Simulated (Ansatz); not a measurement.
Relaxation of a periodic cell of 13 atoms, Zr$_{12}$B (host Zr, host structure hcp, interstitial B), to a largest force component of 0.03 eV/Å in at most 60 steps.

Computed with DFT PBE, scalar-relativistic, plane waves, PAW in Ansatz 0.2.0. Settings: cutoff 420 eV, k mesh 3x2x3, gaussian smearing 0.1 eV, no spin polarisation.

```xyz
13
Lattice="6.4600 0.0000 0.0000 -4.8450 8.3918 0.0000 0.0000 0.0000 5.1454" Properties=species:S:1:pos:R:3
Zr 0.000 0.000 0.000
Zr 0.000 1.865 2.573
Zr -1.615 2.797 0.000
Zr -1.615 4.662 2.573
Zr -3.230 5.595 0.000
Zr -3.230 7.459 2.573
Zr 3.230 0.000 0.000
Zr 3.230 1.865 2.573
Zr 1.615 2.797 0.000
Zr 1.615 4.662 2.573
Zr 0.000 5.595 0.000
Zr 0.000 7.459 2.573
B -1.611 6.568 3.856
```

Problem. Where does it end, and by what steps?

Solution. The forces met the threshold. Limits of this set-up: coarse k mesh, odd electron count without spin. After 4 steps the energy has fallen by 0.173 eV; Zr12 moved furthest, 0.08 Å.

```tsv
step	energy less start (eV)	largest force component (eV/Å)	accepted
0	0.0000	0.845	yes
1	-0.1094	0.376	yes
2	-0.1717	0.115	yes
3	-0.1730	0.047	yes
4	-0.1733	0.013	yes
```

```xyz
13
Lattice="6.4600 0.0000 0.0000 -4.8450 8.3918 0.0000 0.0000 0.0000 5.1454" Properties=species:S:1:pos:R:3
Zr 0.011 0.050 -0.031
Zr -0.006 1.881 2.544
Zr -1.603 2.761 0.002
Zr -1.621 4.606 2.537
Zr -3.241 5.580 0.071
Zr -3.253 7.492 2.519
Zr 3.237 0.063 0.036
Zr 3.218 1.908 2.571
Zr 1.621 2.787 0.029
Zr 1.604 4.618 2.603
Zr 0.024 5.568 0.053
Zr 0.012 7.480 2.500
B -1.614 6.531 3.859
```

Time of the run: 35 s on 4 threads of Arm Neoverse V1, with other jobs on the host, peak memory 0.97 GiB.
